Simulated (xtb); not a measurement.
C₃H₇O, charge +1, singlet, at a GFN2-xTB geometry; GFN0-xTB with ALPB(thf) run with xtb.

xtb was given this input:
```
$ xtb mol.xyz --gfn 0 --chrg 1 --alpb thf --json

# file mol.xyz
11

C      1.26954243    -0.51583496     0.42347639
C      0.00914533     0.05602927    -0.04131588
C     -1.26760724    -0.54379591     0.33688306
O      0.08605670     1.08994692    -0.77297584
H      1.18030343    -0.95387353     1.41596058
H      1.54213088    -1.33867750    -0.24775418
H      2.07947599     0.21060167     0.37675653
H     -2.08929776    -0.25830725    -0.31950050
H     -1.52117278    -0.20226655     1.34780334
H     -1.19873495    -1.62886268     0.40901627
H     -0.74764167     1.47342013    -1.11273667
```

Question: Predict the main parts of the log of this xtb run.

Answer: 
```
   ID    Z sym.   atoms
    1    6 C      1-3
    2    8 O      4
    3    1 H      5-11

           -------------------------------------------------
          |                Calculation Setup                |
           -------------------------------------------------

           -------------------------------------------------
          |                 G F N 0 - x T B                 |
           -------------------------------------------------

      * Solvation model:               ALPB
        Solvent                        thf
        Parameter file                 internal GFN-FF/ALPB
        Dielectric constant                7.6000E+00
        Reference state                gsolv [1 M gas/solution]
        Free energy shift                  4.8933E-03 Eh       3.0706E+00 kcal/mol
        Temperature                        2.9815E+02 K
        Density                            8.8300E-01 kg/L
        Solvent mass                       7.2106E+01 g/mol
        Interaction kernel             P16
        Born radius scaling (c1)           1.9917E+00
        Born radii integrator          GBOBC
        Born offset                        0.0000E+00 a0       0.0000E+00 AA
        H-bond correction              true
        Ion screening                  false
        Surface tension                    1.0000E-05 Eh       1.5569E+01 dyn/cm
        Grid points                               230 per atom

          ...................................................
          :                      SETUP                      :
          :.................................................:
          :  # basis functions                  30          :
          :  # atomic orbitals                  30          :
          :  # shells                           22          :
          :  # electrons                        24          :
          :  electronic temp.          300.0000000     K    :
          :  accuracy                    1.0000000          :
          :  -> integral cutoff          0.2500000E+02      :
          :  -> integral neglect         0.1000000E-07      :
          ...................................................

         :::::::::::::::::::::::::::::::::::::::::::::::::::::
         ::                     SUMMARY                     ::
         :::::::::::::::::::::::::::::::::::::::::::::::::::::
         :: total energy             -11.881391084509 Eh    ::
         :: total w/o Gsasa/hb       -11.876463749663 Eh    ::
         :: gradient norm              0.083079999312 Eh/a0 ::
         :: HOMO-LUMO gap              4.472486209081 eV    ::
         ::.................................................::
         :: H0 energy                -13.299043572551 Eh    ::
         :: repulsion energy           0.188030911946 Eh    ::
         :: electrostat energy         1.241150294007 Eh    ::
         :: -> Gsolv                   0.000000000000 Eh    ::
         ::    -> Gsasa               -0.009820625984 Eh    ::
         ::    -> Gshift               0.004893291139 Eh    ::
         :: dispersion energy         -0.001769516789 Eh    ::
         :: short-range corr.         -0.009759201121 Eh    ::
         :: add. restraining           0.000000000000 Eh    ::
         :: total charge               1.000000000000 e     ::
         :::::::::::::::::::::::::::::::::::::::::::::::::::::

           -------------------------------------------------
          |                Property Printout                |
           -------------------------------------------------

    * Orbital Energies and Occupations

         #    Occupation            Energy/Eh            Energy/eV
      -------------------------------------------------------------
         1        2.0000           -0.6992022             -19.0263
         2        2.0000           -0.6373639             -17.3436
         3        2.0000           -0.6274263             -17.0731
         4        2.0000           -0.5982053             -16.2780
         5        2.0000           -0.5570028             -15.1568
         6        2.0000           -0.5455428             -14.8450
         7        2.0000           -0.5401096             -14.6971
         8        2.0000           -0.5195810             -14.1385
         9        2.0000           -0.5153861             -14.0244
        10        2.0000           -0.4978105             -13.5461
        11        2.0000           -0.4640686             -12.6279
        12        2.0000           -0.4478226             -12.1859 (HOMO)
        13                         -0.2834617              -7.7134 (LUMO)
        14                         -0.1691277              -4.6022
        15                         -0.1547560              -4.2111
        16                         -0.1432362              -3.8977
        17                         -0.0971008              -2.6422
        18                         -0.0932696              -2.5380
        19                         -0.0862517              -2.3470
        20                         -0.0768866              -2.0922
        21                          0.0899153               2.4467
        22                          0.1085859               2.9548
        23                          0.1440138               3.9188
       ...                                ...                  ...
        30                          0.4260929              11.5946
      -------------------------------------------------------------
                  HL-Gap            0.1643608 Eh            4.4725 eV
             Fermi-level            0.0000000 Eh            0.0000 eV

     #   Z          covCN         q      C6AA      α(0)
     1   6 C        3.756    -0.679    42.458     9.402
     2   6 C        2.813     0.475    20.196     7.339
     3   6 C        3.754    -0.741    45.096     9.690
     4   8 O        1.661    -0.549    23.787     6.598
     5   1 H        0.925     0.322     0.647     1.258
     6   1 H        0.924     0.330     0.627     1.238
     7   1 H        0.925     0.372     0.531     1.139
     8   1 H        0.925     0.338     0.607     1.218
     9   1 H        0.924     0.341     0.600     1.211
    10   1 H        0.925     0.340     0.601     1.212
    11   1 H        0.803     0.451     0.401     0.994

 Mol. C6AA /au·bohr⁶  :        774.469343
 Mol. C8AA /au·bohr⁸  :      18320.818227
 Mol. α(0) /au        :         41.299865

Wiberg/Mayer (AO) data.
largest (>0.10) Wiberg bond orders for each atom

 ---------------------------------------------------------------------------
     #   Z sym  total        # sym  WBO       # sym  WBO       # sym  WBO
 ---------------------------------------------------------------------------
     1   6 C    3.975 --     2 C    1.043     7 H    0.972     5 H    0.968
                             6 H    0.945
     2   6 C    3.836 --     4 O    1.720     1 C    1.043     3 C    1.042
     3   6 C    3.974 --     2 C    1.042     8 H    0.972    10 H    0.965
                             9 H    0.944
     4   8 O    2.834 --     2 C    1.720    11 H    0.971
     5   1 H    0.980 --     1 C    0.968
     6   1 H    0.987 --     1 C    0.945
     7   1 H    0.986 --     1 C    0.972
     8   1 H    0.983 --     3 C    0.972
     9   1 H    0.987 --     3 C    0.944
    10   1 H    0.981 --     3 C    0.965
    11   1 H    0.988 --     4 O    0.971
 ---------------------------------------------------------------------------

Topologies differ in total number of bonds
Writing topology from bond orders to xtbtopo.mol

 dipole moment from electron density (au)
     X       Y       Z
  -0.4171   0.8507  -0.6429  total (Debye):    2.910

           -------------------------------------------------
          | TOTAL ENERGY              -11.881391084509 Eh   |
          | GRADIENT NORM               0.083079999312 Eh/α |
          | HOMO-LUMO GAP               4.472486209081 eV   |
           -------------------------------------------------

normal termination of xtb
```
